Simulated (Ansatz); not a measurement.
Gas-phase electronic energies from Ansatz, PBE0-D4/def2-TZVP geometries. CBS: MP2 limit from def2 TZ/QZ plus the TZ coupled-cluster correction, frozen cores. This one scheme is used for every species, atoms too. Functionals use def2-TZVPP. Open shells (•) are unrestricted, without spin–orbit coupling. Spin–orbit coupling would lower the free atoms: a little for Cl. For Se outer-core shells are correlated without core-valence functions, so the limit isn't a true one: a few kJ/mol of doubt a bond, and 10 to 20 or more in all where bonds break to atoms. Scalar relativity is left out up to krypton. One conformer a species, not always the lowest.

`CB(Cl)[SeH]` → `C[B][SeH]`• + Cl•  (homolysis of the B–Cl bond)

`CB(Cl)[SeH]`:

Z-matrix (Å, degrees):
```
C
B 1 1.556
H 1 1.095 2 109.5
H 1 1.095 2 109.6 3 115.8
H 1 1.090 2 114.3 3 -122.0
Cl 2 1.762 1 119.5 3 -58.9
Se 2 1.930 1 125.5 3 121.0
H 7 1.469 2 95.5 1 0.1
```

`C[B][SeH]`•:

Cartesian coordinates in Å:
```
C -0.370 -0.590 0.607
B 0.937 0.113 0.185
Se 1.415 1.331 -1.168
H -0.230 -1.676 0.604
H -1.231 -0.349 -0.027
H -0.617 -0.323 1.640
H 0.097 1.494 -1.841
```

```
             level  ΔE (eV)
         CAM-B3LYP     5.09
       HF/def2-SVP     3.99
SCS-MP2/def2-QZVPP     5.41
      HF/CBS(def2)     3.93
```

Task: What does CCSD(T)/CBS give? (Best estimate.)

Result: Ansatz gave: +5.33 eV. The listed levels differ from it by -0.24, -1.34, 0.08, -1.40 eV.

Largest T1 diagnostic among the species: 0.014.

Leaving LDA and LC-ωPBE aside and taking each functional with its dispersion term where it has one, the values, not all of them listed here, spread over 0.38 eV, from BHLYP-D4 to ωB97M-V. LDA lies +0.74 eV from PBE without D4, its usual overbinding. In def2-TZVPP, CCSD(T) changes the Hartree–Fock value by +1.24 eV (the triples alone add +0.13 eV) and MP2 by +1.52 eV; breaking electron pairs costs correlation energy, which Hartree–Fock lacks.

CCSD(T)/CBS has its own doubt, a few kJ/mol and more with outer-core shells, so smaller differences from it don't rank the levels.
